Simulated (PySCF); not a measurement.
PySCF input (M06-2X/def2-TZVPD):

```python
from pyscf import gto, scf, dft

mol = gto.M(
    atom='''
    Al   -0.00000000   -0.00000000   -1.32719352
    Cl    0.00000000    0.00000000    1.01491269
    ''',
    basis='def2-tzvpd',
    charge=-1,
    spin=1,
    symmetry='C2v',
    verbose=4,
)

mf = dft.UKS(mol, xc='m062x').density_fit(auxbasis='def2-universal-jkfit')
mf.grids.level = 4
mf.conv_tol = 1e-9
mf.max_cycle = 100
mf.max_memory = 1500
mf.kernel()
if not mf.converged:
    mf = mf.newton()
    mf.kernel(mf.make_rdm1())
mf.analyze()
```

End of the output:

```
Extra cycle  E= -702.67089610718  delta_E= -7.84e-12  |g|= 7.8e-07  |ddm|= 9.83e-06
converged SCF energy = -702.67089610718  <S^2> = 0.75472381  2S+1 = 2.0047182
**** SCF Summaries ****
Total Energy =                        -702.670896107180283
Nuclear Repulsion Energy =              49.932903603598746
One-electron Energy =                -1078.820264632673798
Two-electron Energy =                  326.216464921894726
Two-electron Coulomb Energy =          373.245369708829742
DFT Exchange-Correlation Energy =      -47.028904786935037
HOMO-LUMO gap [eV] =                     2.147595778040469
Wave-function symmetry = B1
alpha occupancy for each irrep:     A1   A2   B1   B2
                                     9    0    4    3
beta  occupancy for each irrep:     A1   A2   B1   B2
                                     9    0    3    3
**** MO energy ****
alpha MO #1 (A1 #1), energy= -102.414686738173 occ= 1
alpha MO #2 (A1 #2), energy= -56.6617673635503 occ= 1
alpha MO #3 (A1 #3), energy= -9.57785761385642 occ= 1
alpha MO #4 (A1 #4), energy= -7.29713801959765 occ= 1
alpha MO #5 (B1 #1), energy= -7.29648383943883 occ= 1
alpha MO #6 (B2 #1), energy= -7.29635691544402 occ= 1
alpha MO #7 (A1 #5), energy= -4.18805628740521 occ= 1
alpha MO #8 (B1 #2), energy= -2.69062758791303 occ= 1
alpha MO #9 (B2 #2), energy= -2.68937590755361 occ= 1
alpha MO #10 (A1 #6), energy= -2.68781356156833 occ= 1
alpha MO #11 (A1 #7), energy= -0.683054370753727 occ= 1
alpha MO #12 (A1 #8), energy= -0.252521917781259 occ= 1
alpha MO #13 (B1 #3), energy= -0.186958711067728 occ= 1
alpha MO #14 (B2 #3), energy= -0.185120478484064 occ= 1
alpha MO #15 (A1 #9), energy= -0.106583755263767 occ= 1
alpha MO #16 (B1 #4), energy= 0.0374795978408589 occ= 1
alpha MO #17 (B2 #4), energy= 0.137821377912895 occ= 0
alpha MO #18 (A1 #10), energy= 0.143293213769375 occ= 0
alpha MO #19 (A1 #11), energy= 0.166254158371104 occ= 0
alpha MO #20 (B2 #5), energy= 0.189261008115505 occ= 0
alpha MO #21 (A1 #12), energy= 0.192480198116694 occ= 0
alpha MO #22 (B1 #5), energy= 0.199504256548391 occ= 0
alpha MO #23 (A1 #13), energy= 0.217894072987399 occ= 0
alpha MO #24 (A2 #1), energy= 0.221341461132216 occ= 0
alpha MO #25 (B1 #6), energy= 0.241814407340916 occ= 0
alpha MO #26 (B2 #6), energy= 0.242847812896169 occ= 0
alpha MO #27 (A1 #14), energy= 0.274508537328614 occ= 0
alpha MO #28 (A1 #15), energy= 0.340501230804399 occ= 0
alpha MO #29 (A1 #16), energy= 0.374187882834737 occ= 0
alpha MO #30 (A1 #17), energy= 0.39177640241748 occ= 0
alpha MO #31 (A2 #2), energy= 0.39384975958823 occ= 0
alpha MO #32 (B2 #7), energy= 0.406435696459349 occ= 0
alpha MO #33 (B1 #7), energy= 0.410394825524422 occ= 0
alpha MO #34 (B1 #8), energy= 0.423426993461044 occ= 0
alpha MO #35 (B2 #8), energy= 0.436426872287969 occ= 0
alpha MO #36 (A1 #18), energy= 0.437742842890777 occ= 0
alpha MO #37 (A2 #3), energy= 0.444207142150921 occ= 0
alpha MO #38 (A1 #19), energy= 0.450711943747051 occ= 0
alpha MO #39 (B2 #9), energy= 0.5145147299024 occ= 0
alpha MO #40 (B1 #9), energy= 0.517178494740547 occ= 0
alpha MO #41 (A1 #20), energy= 0.540299535525616 occ= 0
alpha MO #42 (A1 #21), energy= 0.579189994487727 occ= 0
alpha MO #43 (B2 #10), energy= 0.717829287642143 occ= 0
alpha MO #44 (B1 #10), energy= 0.720309049596445 occ= 0
alpha MO #45 (A1 #22), energy= 0.801670579329063 occ= 0
alpha MO #46 (B2 #11), energy= 0.833596069325687 occ= 0
alpha MO #47 (B1 #11), energy= 0.834560268516393 occ= 0
alpha MO #48 (A1 #23), energy= 0.851321562078137 occ= 0
alpha MO #49 (A2 #4), energy= 0.851875334226878 occ= 0
alpha MO #50 (B1 #12), energy= 0.914307559220086 occ= 0
alpha MO #51 (B2 #12), energy= 0.923111446801212 occ= 0
alpha MO #52 (A1 #24), energy= 0.946542797104475 occ= 0
alpha MO #53 (A2 #5), energy= 0.954565718321924 occ= 0
alpha MO #54 (A1 #25), energy= 0.956962321661507 occ= 0
alpha MO #55 (A1 #26), energy= 0.991043183512964 occ= 0
alpha MO #56 (A2 #6), energy= 0.99595016496412 occ= 0
alpha MO #57 (B1 #13), energy= 1.01588605650564 occ= 0
alpha MO #58 (B2 #13), energy= 1.02269848043782 occ= 0
alpha MO #59 (A1 #27), energy= 1.05958491986927 occ= 0
alpha MO #60 (B1 #14), energy= 1.14887569618892 occ= 0
alpha MO #61 (B2 #14), energy= 1.15501749542967 occ= 0
alpha MO #62 (A1 #28), energy= 1.19132392437423 occ= 0
alpha MO #63 (A1 #29), energy= 1.28994140535714 occ= 0
alpha MO #64 (B1 #15), energy= 2.05174678753824 occ= 0
alpha MO #65 (B2 #15), energy= 2.06914730780062 occ= 0
alpha MO #66 (A1 #30), energy= 2.16829205248603 occ= 0
alpha MO #67 (A2 #7), energy= 2.16844614393847 occ= 0
alpha MO #68 (B2 #16), energy= 2.22226349331371 occ= 0
alpha MO #69 (B1 #16), energy= 2.22358190649921 occ= 0
alpha MO #70 (A1 #31), energy= 2.24152695609169 occ= 0
alpha MO #71 (A1 #32), energy= 2.33386443165974 occ= 0
alpha MO #72 (B2 #17), energy= 2.33605727752293 occ= 0
alpha MO #73 (B1 #17), energy= 2.33607040624583 occ= 0
alpha MO #74 (A2 #8), energy= 2.35740465109737 occ= 0
alpha MO #75 (A1 #33), energy= 2.35744210863125 occ= 0
alpha MO #76 (B1 #18), energy= 2.5110660222839 occ= 0
alpha MO #77 (B2 #18), energy= 2.51157702218061 occ= 0
alpha MO #78 (B2 #19), energy= 2.52185762326324 occ= 0
alpha MO #79 (B1 #19), energy= 2.52405375761224 occ= 0
alpha MO #80 (A1 #34), energy= 2.65601498882231 occ= 0
alpha MO #81 (A1 #35), energy= 2.87185590151167 occ= 0
alpha MO #82 (A1 #36), energy= 7.02639008607148 occ= 0
alpha MO #83 (B1 #20), energy= 9.43325627201675 occ= 0
alpha MO #84 (B2 #20), energy= 9.45644191972485 occ= 0
alpha MO #85 (A1 #37), energy= 9.71759528026425 occ= 0
alpha MO #86 (B2 #21), energy= 11.0576912545366 occ= 0
alpha MO #87 (B1 #21), energy= 11.0586540240547 occ= 0
alpha MO #88 (A1 #38), energy= 11.2804026461828 occ= 0
alpha MO #89 (A1 #39), energy= 25.1513506202378 occ= 0
beta  MO #1 (A1 #1), energy= -102.41419832654 occ= 1
beta  MO #2 (A1 #2), energy= -56.6591076471969 occ= 1
beta  MO #3 (A1 #3), energy= -9.57768792683161 occ= 1
beta  MO #4 (A1 #4), energy= -7.29709455020802 occ= 1
beta  MO #5 (B2 #1), energy= -7.29626465510045 occ= 1
beta  MO #6 (B1 #1), energy= -7.29504197942658 occ= 1
beta  MO #7 (A1 #5), energy= -4.18684239691624 occ= 1
beta  MO #8 (B2 #2), energy= -2.68855903064959 occ= 1
beta  MO #9 (A1 #6), energy= -2.68706649120307 occ= 1
beta  MO #10 (B1 #2), energy= -2.68234618049192 occ= 1
beta  MO #11 (A1 #7), energy= -0.680982637900652 occ= 1
beta  MO #12 (A1 #8), energy= -0.242947377766697 occ= 1
beta  MO #13 (B2 #3), energy= -0.184420765036972 occ= 1
[...]
```
